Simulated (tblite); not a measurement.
C5H10Se.
Cartesian coordinates in Å at the GFN2-xTB level; atoms count from 1:
```xyz
16
C5H10Se angstrom
C     -1.914   -1.132   -0.728
C     -1.255   -0.193   -0.065
C     -1.870    1.112    0.332
C      0.173   -0.367    0.322
Se     1.364    0.864   -0.697
C      3.039    0.088   -0.067
H     -1.452   -2.061   -1.013
H     -2.947   -1.008   -1.004
H     -1.848    1.229    1.415
H     -1.292    1.930   -0.102
H     -2.898    1.184   -0.012
H      0.334   -0.128    1.376
H      0.530   -1.376    0.110
H      3.850    0.660   -0.508
H      3.082    0.156    1.018
H      3.098   -0.949   -0.389
```

All values are computed: GFN2-xTB (tblite) harmonic vibrations without scaling, gas phase. This tight-binding method is rough: wavenumbers can miss measured ones by several per cent, in bad cases by 10 to 20. One conformer, not necessarily the lowest.

Harmonic wavenumbers (cm⁻¹): 28.1, 63.0, 122.6, 146.1, 157.0, 189.2, 369.4, 401.2, 457.5, 573.7, 589.7, 719.3, 833.3, 861.9, 884.1, 887.0, 892.5, 968.3, 1016.9, 1038.1, 1106.5, 1174.8, 1275.5, 1286.9, 1396.0, 1410.8, 1429.6, 1435.6, 1437.4, 1470.6, 1477.9, 1718.4, 2933.9, 2963.9, 2975.5, 2998.2, 3006.8, 3007.3, 3034.8, 3052.7, 3106.2, 3131.7.

A = 5088, B = 1208, C = 1107 MHz; mass 149.995 u (most abundant isotopes); point group C1, symmetry number 1.

Problem. What is the zero-point energy?

Solution. Half the sum of the wavenumbers: 29015 cm⁻¹ = 82.96 kcal/mol.

Problem. Entropy at 298.15 K, 1 bar (ideal gas, RRHO, classical rotation)?

Solution. Translation 40.95, rotation 28.25, vibration 26.32: S = 95.5 cal/(mol K).

Problem. And Cp and H(298.15 K) − H(0)?

Solution. Cp = 32.09 cal/(mol K), of which vibrations give 24.14 (their classical limit is 42 R = 83.5); H(298.15 K) − H(0) = 6.21 kcal/mol without the zero-point energy, 3.84 from vibrations.

Problem. How do the functions run with temperature in this model?

Solution. 
```csv
T (K),S (cal/(mol K)),Cp (cal/(mol K)),H − H(0) (kcal/mol),G − H(0) (kcal/mol),ln q(vib)
150,77.8,21.2,2.29,-9.38,3.39
250,90.2,28.3,4.75,-17.80,5.71
400,106.0,39.8,9.87,-32.54,8.94
600,124.6,52.0,19.13,-55.66,13.06
900,148.2,64.2,36.70,-96.70,18.83
```

q(vib) and H(0) count from the zero-point level.

Problem. Which modes carry the vibrational entropy at 298.15 K?

Solution. 28.1 cm⁻¹: 5.96; 63.0 cm⁻¹: 4.36; 122.6 cm⁻¹: 3.06; 146.1 cm⁻¹: 2.72; 157.0 cm⁻¹: 2.59; 189.2 cm⁻¹: 2.24 cal/(mol K); the other 36 give 5.40 together.

Problem. Blend soft modes into free rotors: weight 1/[1 + (100 cm⁻¹/ν̃)⁴] for the oscillator and the rest for a rotor with moment μB/(μ + B), μ = h/(8π²ν), B = 10⁻⁴⁴ kg m². What vibrational entropy results?

Solution. 23.40 cal/(mol K) in place of 26.32, which changes −T·S at 298.15 K by +0.87 kcal/mol.

Problem. What must be added to the electronic energy to get the Gibbs energy at 298.15 K and 1 bar?

Solution. ZPE + [H(298.15 K) − H(0)] − T·S = 82.96 + 6.21 − 28.48 = 60.69 kcal/mol.

Hindered rotation and anharmonicity are outside this model. Other conformers, if any are populated, would add a mixing term that is left out. The structure is chiral; the term R ln 2 for an equal mix with its mirror image is left out.

Run on one thread of an x86-64 server, no GPU, on a shared host. The figure is for the frequency step alone.
